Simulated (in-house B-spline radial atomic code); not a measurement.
A run on an ion of nuclear charge 31 with 31.8 electrons that did not converge. Method: scalar-relativistic (X2C) BP86, spin-polarised, spherical fractional occupations, Fermi nucleus of rms radius 3.9973 fm; computed with a B-spline radial code for spherical atoms.

Command:
```bash
python run_scf.py task.json out
```
Settings (nuclear radius in fm, mass in u):
```
Z                31
configuration    [Ar] 3d10 4s2 4p1.8
hamiltonian      x2c
method           b88,p86
spin_polarised   True
nucleus          fermi
rms_radius       3.9973
atomic_mass      68.92557
speed_of_light   137.035999084
```

First and last ten iterations of the last attempt (damped for 15 steps, keeping 80 % of the old Fock matrix, then DIIS):
```
 iter        energy (Eh)    residual
    1       -1943.636107    3.57e-01
    2       -1943.834867    8.36e-02
    3       -1944.177809    5.42e-02
    4       -1944.213159    3.81e-02
    5       -1944.221797    2.76e-02
    6       -1944.224944    2.04e-02
    7       -1944.226496    1.52e-02
    8       -1944.227363    1.14e-02
    9       -1944.227865    8.58e-03
   10       -1944.228160    6.47e-03
  111       -1944.004456    1.97e-02
  112       -1943.982873    4.25e-02
  113       -1941.500575    2.06e-01
  114       -1942.915109    1.82e-01
  115       -1943.804162    8.05e-02
  116       -1944.128084    3.35e-02
  117       -1944.170867    2.23e-02
  118       -1944.193149    1.60e-02
  119       -1944.216187    8.15e-03
  120       -1944.228231    6.69e-04
 not converged after 120 iterations
```

The smallest residual met was 1.1e-04; the threshold is about 3e-07. No energy from this run should be used. The likely cause: this method binds the added charge weakly or not at all at the basis-set limit, so charge moves back and forth between the atom and the box. Time taken, with all properties: 3.4 s on 1 thread of Arm Neoverse N1, on a shared host.
